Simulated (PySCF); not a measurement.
PySCF job for C4H4ClF, SMILES C=C(Cl)/C=C\F, TDDFT-PBE/def2-SVPD. Geometry: PBE0-D3(BJ)/def2-SVP. The structure was generated by enumeration; whether it is a known compound was not checked. One conformer was computed; it need not be the lowest.

```python
import numpy as np
from pyscf import gto, scf, dft, tdscf

mol = gto.M(
    atom='''
    C     1.09341301   -1.98338810   -0.00000000
    C     0.45922326   -0.80153458    0.00000000
    Cl   -1.27872711   -0.77560326    0.00000000
    C     1.16528653    0.47100595    0.00000000
    C     0.70241960    1.72664398    0.00000000
    F    -0.57087463    2.07423452   -0.00000000
    H     0.54124078   -2.92353203   -0.00000000
    H     2.18495663   -2.01577398    0.00000000
    H     2.25525207    0.38869334    0.00000000
    H     1.37272864    2.59139397   -0.00000000
    ''',
    basis='def2-SVPD',
    charge=0,
    spin=0,
    symmetry=True,
    max_memory=1600,
    verbose=4,
)
mf = dft.RKS(mol, xc='pbe').density_fit(auxbasis='def2-universal-jkfit')
mf.grids.level = 3
mf.conv_tol = 1e-9
mf.max_cycle = 100
mf.kernel()
mf.grids = dft.Grids(mol).set(level=1).build(with_non0tab=True)  # coarser grid for the response kernel
td = tdscf.TDDFT(mf)
td.singlet = True
td.nstates = 10
td.conv_tol = 1e-4
td.positive_eig_threshold = 1e-6
td.kernel(x0=td.get_init_guess(mf, 15))
td.analyze()
tt = tdscf.TDA(mf)
tt.singlet = False
tt.nstates = 4
tt.conv_tol = 1e-4
tt.positive_eig_threshold = 1e-6
tt.kernel(x0=tt.get_init_guess(mf, 9))
tt.analyze(verbose=3)
```

It prints:

```
PySCF version 2.14.0

[INPUT] verbose = 4
[INPUT] num. atoms = 10
[INPUT] num. electrons = 54
[INPUT] charge = 0
[INPUT] spin (= nelec alpha-beta = 2S) = 0
[INPUT] symmetry True subgroup None
[INPUT] Mole.unit = angstrom
[INPUT] Symbol           X                Y                Z      unit          X                Y                Z       unit  Magmom
[INPUT]  1 C      1.093413010000  -1.983388100000   0.000000000000 AA    2.066251129936  -3.748060307721   0.000000000000 Bohr   0.0
[INPUT]  2 C      0.459223260000  -0.801534580000   0.000000000000 AA    0.867806191430  -1.514680835568   0.000000000000 Bohr   0.0
[INPUT]  3 Cl    -1.278727110000  -0.775603260000   0.000000000000 AA   -2.416444025957  -1.465677742720   0.000000000000 Bohr   0.0
[INPUT]  4 C      1.165286530000   0.471005950000   0.000000000000 AA    2.202072398345   0.890072248541   0.000000000000 Bohr   0.0
[INPUT]  5 C      0.702419600000   1.726643980000   0.000000000000 AA    1.327380668527   3.262884236829   0.000000000000 Bohr   0.0
[INPUT]  6 F     -0.570874630000   2.074234520000   0.000000000000 AA   -1.078796702162   3.919735160919   0.000000000000 Bohr   0.0
[INPUT]  7 H      0.541240780000  -2.923532030000   0.000000000000 AA    1.022796841646  -5.524674853094   0.000000000000 Bohr   0.0
[INPUT]  8 H      2.184956630000  -2.015773980000   0.000000000000 AA    4.128969624753  -3.809260751224   0.000000000000 Bohr   0.0
[INPUT]  9 H      2.255252070000   0.388693340000   0.000000000000 AA    4.261808754158   0.734523959042   0.000000000000 Bohr   0.0
[INPUT] 10 H      1.372728640000   2.591393970000   0.000000000000 AA    2.594081172947   4.897024884149   0.000000000000 Bohr   0.0

nuclear repulsion = 269.449225582317
point group symmetry = Cs
symmetry origin: [-6.99898584e-10  2.09969574e-09  0.00000000e+00]
symmetry axis x: [ 1.00000000e+00 -3.93195467e-09  0.00000000e+00]
symmetry axis y: [3.93195467e-09 1.00000000e+00 0.00000000e+00]
symmetry axis z: [0. 0. 1.]
num. orbitals of irrep A' = 115
num. orbitals of irrep A" = 47
number of shells = 68
number of NR pGTOs = 238
number of NR cGTOs = 162
basis = def2-SVPD
ecp = {}


******** <class 'pyscf.df.df_jk.DFSymAdaptedRKS'> ********
method = DFSymAdaptedRKS
initial guess = minao
damping factor = 0
level_shift factor = 0
DIIS = <class 'pyscf.scf.diis.CDIIS'>
diis_start_cycle = 1
diis_space = 8
diis_damp = 0
SCF conv_tol = 1e-09
SCF conv_tol_grad = None
SCF max_cycles = 100
direct_scf = False
XC library pyscf.dft.libxc version 7.1.2
    S. Lehtola, C. Steigemann, M. J. T. Oliveira, and M. A. L. Marques,  SoftwareX 7, 1–5 (2018)
XC functionals = pbe
    J. P. Perdew, K. Burke, and M. Ernzerhof,  Phys. Rev. Lett. 77, 3865 (1996)
    J. P. Perdew, K. Burke, and M. Ernzerhof,  Phys. Rev. Lett. 78, 1396 (1997)
    J. P. Perdew, K. Burke, and M. Ernzerhof,  Phys. Rev. Lett. 77, 3865 (1996)
    J. P. Perdew, K. Burke, and M. Ernzerhof,  Phys. Rev. Lett. 78, 1396 (1997)
radial grids:
    Treutler-Ahlrichs [JCP 102, 346 (1995); DOI:10.1063/1.469408] (M4) radial grids

becke partition: Becke, JCP 88, 2547 (1988); DOI:10.1063/1.454033
pruning grids: <function nwchem_prune>
grids dens level: 3
symmetrized grids: True
atomic radii adjust function: <function treutler_atomic_radii_adjust>
small_rho_cutoff = 0
Freeze 0 electrons in irreps []
    54 free electrons in irreps A' A"
Set gradient conv threshold to 3.16228e-05
Initial guess from minao.
tot grids = 128848
init E= -714.593722799102
HOMO (A") = -0.27071850749208  LUMO (A") = -0.121623894503566  gap/eV = 4.05707
cycle= 1 E= -713.970088677407  delta_E= 0.624  |g|= 0.505  |ddm|= 5.96
HOMO (A") = -0.173626651914133  LUMO (A") = -0.0377197416603403  gap/eV = 3.69822
cycle= 2 E= -713.801228290848  delta_E= 0.169  |g|= 0.927  |ddm|= 1.76
HOMO (A") = -0.209068049679646  LUMO (A") = -0.0720286300636319  gap/eV = 3.72903
cycle= 3 E= -714.004413037071  delta_E= -0.203  |g|= 0.276  |ddm|= 1.36
HOMO (A") = -0.216473068312494  LUMO (A") = -0.0800308079492607  gap/eV = 3.71278
cycle= 4 E= -714.029129657072  delta_E= -0.0247  |g|= 0.0671  |ddm|= 0.48
HOMO (A") = -0.219390855278099  LUMO (A") = -0.0829112375148151  gap/eV = 3.71380
cycle= 5 E= -714.029795156252  delta_E= -0.000665  |g|= 0.0329  |ddm|= 0.0995
HOMO (A") = -0.217487121455459  LUMO (A") = -0.081087420672894  gap/eV = 3.71162
cycle= 6 E= -714.030006024085  delta_E= -0.000211  |g|= 0.0069  |ddm|= 0.0491
HOMO (A") = -0.217582402620299  LUMO (A") = -0.0812443581504914  gap/eV = 3.70995
cycle= 7 E= -714.030014742568  delta_E= -8.72e-06  |g|= 0.00346  |ddm|= 0.0174
HOMO (A") = -0.217655195838398  LUMO (A") = -0.0812967512690315  gap/eV = 3.71050
cycle= 8 E= -714.030017430015  delta_E= -2.69e-06  |g|= 0.00115  |ddm|= 0.0056
HOMO (A") = -0.217675227973025  LUMO (A") = -0.0813109235710416  gap/eV = 3.71066
cycle= 9 E= -714.030017774669  delta_E= -3.45e-07  |g|= 0.000274  |ddm|= 0.00266
HOMO (A") = -0.217654533696273  LUMO (A") = -0.0812902652406118  gap/eV = 3.71066
cycle= 10 E= -714.030017793732  delta_E= -1.91e-08  |g|= 7.44e-05  |ddm|= 0.000892
HOMO (A") = -0.217657598488255  LUMO (A") = -0.0812951043007502  gap/eV = 3.71061
cycle= 11 E= -714.030017795156  delta_E= -1.42e-09  |g|= 2.88e-05  |ddm|= 0.000315
HOMO (A") = -0.217657618769113  LUMO (A") = -0.0812945773444587  gap/eV = 3.71063
cycle= 12 E= -714.030017795389  delta_E= -2.34e-10  |g|= 4.68e-06  |ddm|= 7.18e-05
HOMO (A") = -0.217657543567231  LUMO (A") = -0.0812946413487734  gap/eV = 3.71062
Extra cycle  E= -714.030017795356  delta_E= 3.34e-11  |g|= 1.13e-05  |ddm|= 2.71e-05
converged SCF energy = -714.030017795356
tot grids = 42224
Overwritten attributes  positive_eig_threshold  of <class 'pyscf.tdscf.rks.CasidaTDDFT'>


******** <class 'pyscf.tdscf.rks.CasidaTDDFT'> for <class 'pyscf.df.df_jk.DFSymAdaptedRKS'> ********
nstates = 10 singlet
deg_eia_thresh = 1.000e-03
wfnsym = None
conv_tol = 0.0001
eigh lindep = 1e-12
eigh level_shift = 0
eigh max_cycle = 100


Excitation energies (eV)
[5.04695807 5.21198496 5.52747302 5.5596483  6.05921324 6.63812925
 6.80514968 6.97655844 7.00346086 7.02102943]

** Singlet excitation energies and oscillator strengths **
Excited State   1:   A'      5.04696 eV    245.66 nm  f=0.2433
      26 -> 28       -0.31537
      27 -> 28        0.61472
Excited State   2:   A"      5.21198 eV    237.88 nm  f=0.0005
      25 -> 28        0.70691
Excited State   3:   A'      5.52747 eV    224.31 nm  f=0.1989
      26 -> 28       -0.57689
      27 -> 28       -0.31760
      27 -> 31        0.24347
Excited State   4:   A"      5.55965 eV    223.01 nm  f=0.0006
      27 -> 29       -0.70451
Excited State   5:   A"      6.05921 eV    204.62 nm  f=0.0012
      27 -> 30       -0.70422
Excited State   6:   A"      6.63813 eV    186.78 nm  f=0.0140
      27 -> 32       -0.70578
Excited State   7:   A'      6.80515 eV    182.19 nm  f=0.0867
      23 -> 28       -0.29550
      26 -> 28       -0.19426
      26 -> 31        0.11370
      27 -> 31       -0.58612
Excited State   8:   A"      6.97656 eV    177.72 nm  f=0.0008
      26 -> 29       -0.69252
      26 -> 30        0.11191
Excited State   9:   A"      7.00346 eV    177.03 nm  f=0.0005
      24 -> 28       -0.41238
      27 -> 33       -0.57128
Excited State  10:   A"      7.02103 eV    176.59 nm  f=0.0019
      24 -> 28       -0.56963
      27 -> 33        0.41152

** Transition electric dipole moments (AU) **
state          X           Y           Z        Dip. S.      Osc.
  1         0.4386     -1.3323      0.0000      1.9673      0.2433
  2        -0.0000     -0.0000     -0.0616      0.0038      0.0005
  3         0.0315      1.2114      0.0000      1.4684      0.1989
  4         0.0000      0.0000      0.0689      0.0047      0.0006
  5         0.0000     -0.0000     -0.0901      0.0081      0.0012
  6         0.0000     -0.0000     -0.2935      0.0861      0.0140
  7         0.4648      0.5511     -0.0000      0.5198      0.0867
  8        -0.0000      0.0000      0.0680      0.0046      0.0008
  9         0.0000      0.0000      0.0535      0.0029      0.0005
 10         0.0000     -0.0000     -0.1044      0.0109      0.0019

** Transition velocity dipole moments (imaginary part, AU) **
state          X           Y           Z        Dip. S.      Osc.
  1         0.0812     -0.2428      0.0000      0.0655      0.2356
  2        -0.0000     -0.0000     -0.0114      0.0001      0.0005
  3         0.0064      0.2429      0.0000      0.0590      0.1937
  4         0.0000      0.0000      0.0185      0.0003      0.0011
  5         0.0000     -0.0000     -0.0165      0.0003      0.0008
  6         0.0000     -0.0000     -0.0905      0.0082      0.0224
  7         0.1186      0.1341     -0.0000      0.0320      0.0854
  8        -0.0000      0.0000      0.0220      0.0005      0.0013
  9         0.0000      0.0000      0.0117      0.0001      0.0004
 10         0.0000     -0.0000     -0.0258      0.0007      0.0017

** Transition magnetic dipole moments (imaginary part, AU) **
state          X           Y           Z
  1         0.0000     -0.0000      0.5765
  2        -0.1655     -0.1270     -0.0000
  3        -0.0000      0.0000     -0.3818
  4        -0.1956      0.0201     -0.0000
  5         0.4255     -0.0925     -0.0000
  6        -0.3193     -0.4219      0.0000
  7        -0.0000      0.0000     -0.9280
  8        -0.1305      0.2639      0.0000
  9         0.3415     -0.0556      0.0000
 10         0.3736      0.1108      0.0000
Overwritten attributes  positive_eig_threshold  of <class 'pyscf.tdscf.rks.TDA'>


******** <class 'pyscf.tdscf.rks.TDA'> for <class 'pyscf.df.df_jk.DFSymAdaptedRKS'> ********
nstates = 4 triplet
deg_eia_thresh = 1.000e-03
wfnsym = None
conv_tol = 0.0001
eigh lindep = 1e-12
eigh level_shift = 0
eigh max_cycle = 100


Excitation energies (eV)
[3.01986312 4.63711051 5.12401096 5.38727684]

** Triplet excitation energies and oscillator strengths **
Excited State   1:   A'      3.01986 eV    410.56 nm  f=0.0000
Excited State   2:   A'      4.63711 eV    267.37 nm  f=0.0000
Excited State   3:   A"      5.12401 eV    241.97 nm  f=0.0000
Excited State   4:   A"      5.38728 eV    230.14 nm  f=0.0000
```

The calculation finished and met its thresholds.

Cost: around 60 core-seconds (rough).
